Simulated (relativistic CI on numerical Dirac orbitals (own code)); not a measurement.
**Sc²⁺ in a cubic cluster: L2,3 absorption with charge transfer**

Computed with a charge-transfer multiplet model of a cubic metal-ligand cluster with up to one ligand hole, Slater and spin-orbit integrals from Dirac-Coulomb-Breit ions, Slater integrals scaled by 0.7. The ground state mixes d1 with configurations of k ligand holes L, whose averages lie at kΔ + k(k − 1)U_dd/2; a core hole lowers each added d electron by U_cd. 20 K, Lorentzian 0.4 eV and Gaussian 0.3 eV FWHM.

Atomic integrals in eV (Slater integrals scaled, ζ unscaled), ground: F2dd 4.121, F4dd 2.525, zeta_d 0.008; with the core hole: F2dd 5.938, F4dd 3.699, zeta_d 0.015, zeta_core 3.008, F2cd 3.076, G1cd 2.145, G3cd 1.214. Where a configuration has fewer than two d electrons, the dd integrals are those of d2.

Cluster parameters (eV): Δ = 5.3, U_dd = 4.2, 10Dq = 0.25, 10Dq(ligand) = 0.3, V(eg) = 1.7, V(t2g) = -0.83, final-state hopping factor = 0.9.

```json
{"Case": "U_cd = 4.3 eV", "n_d": "1.22", "d1": "0.78", "d2L": "0.22", "S": "0.50"}
{"Case": "U_cd = 5.5 eV", "n_d": "1.22", "d1": "0.78", "d2L": "0.22", "S": "0.50"}
{"Case": "U_cd = 6.1 eV", "n_d": "1.22", "d1": "0.78", "d2L": "0.22", "S": "0.50"}
{"Case": "U_cd = 6.7 eV", "n_d": "1.22", "d1": "0.78", "d2L": "0.22", "S": "0.50"}
{"Case": "U_cd = 7.3 eV", "n_d": "1.22", "d1": "0.78", "d2L": "0.22", "S": "0.50"}
```

Weights, n_d and S are thermal averages at 20 K. Photon energies count from the first peak over 30 % of the highest in each spectrum, which can be another peak from case to case. The parameters are a model scan and need not match a compound or its usual spin state. Peaks in eV (height, largest 100):
- U_cd = 4.3 eV: 0.0 (100), 2.9 (39), 4.2 (84), 6.3 (7)
- U_cd = 5.5 eV: 0.0 (100), 2.9 (38), 4.2 (83), 6.3 (7)
- U_cd = 6.1 eV: 0.0 (100), 2.8 (36), 4.2 (79), 6.2 (7)
- U_cd = 6.7 eV: 0.0 (100), 2.8 (34), 4.2 (78), 6.1 (7)
- U_cd = 7.3 eV: 0.0 (100), 4.2 (78)

Curve for U_cd = 6.7 eV (points under 2 left out, the grid thinned):

```
E (eV)  Intensity
  -3.1        2.2
  -2.8        3.3
  -2.6        4.6
  -2.3        9.0
  -2.1       12.1
  -1.8       14.2
  -1.6       17.1
  -1.3       26.5
  -1.0       32.5
  -0.8       35.7
  -0.5       59.6
  -0.3       81.5
   0.0      100.0
   0.2       80.6
   0.5       43.4
   0.8       23.8
   1.0       14.6
   1.3       11.3
   1.5       13.2
   1.8       17.6
   2.0       22.7
   2.3       30.8
   2.5       33.2
   2.8       34.5
   3.1       31.8
   3.3       32.0
   3.6       45.2
   3.8       60.7
   4.1       76.3
   4.3       77.3
   4.6       60.2
   4.9       34.0
   5.1       21.2
   5.4       10.7
   5.6        8.0
   5.9        7.1
   6.1        7.2
   6.4        5.6
   6.7        4.1
   6.9        3.5
   7.2        3.1
   7.4        3.0
   7.7        2.7
   7.9        2.5
   8.2        2.1
```

For the case U_cd = 5.5 eV, Δ = 5.3 eV is larger than U_dd = 4.2 eV, the Mott-Hubbard side of the Zaanen-Sawatzky-Allen scheme. With the core hole the configuration with one ligand hole lies at Δ + U_dd − U_cd = 5.2, 4.0, 3.4, 2.8, 2.2 eV from the one without, in the order of the table; where this is negative the screened configuration lies lower, though the effective hopping of about 3.4 eV (from the holes of the mixed ground state) mixes the two strongly wherever it is as large as the gap.

With at most 1 ligand hole the space is cut while the next configuration still counts, so covalency is underestimated, and a final configuration with one more ligand hole, which can lie low, is missing from the spectra.
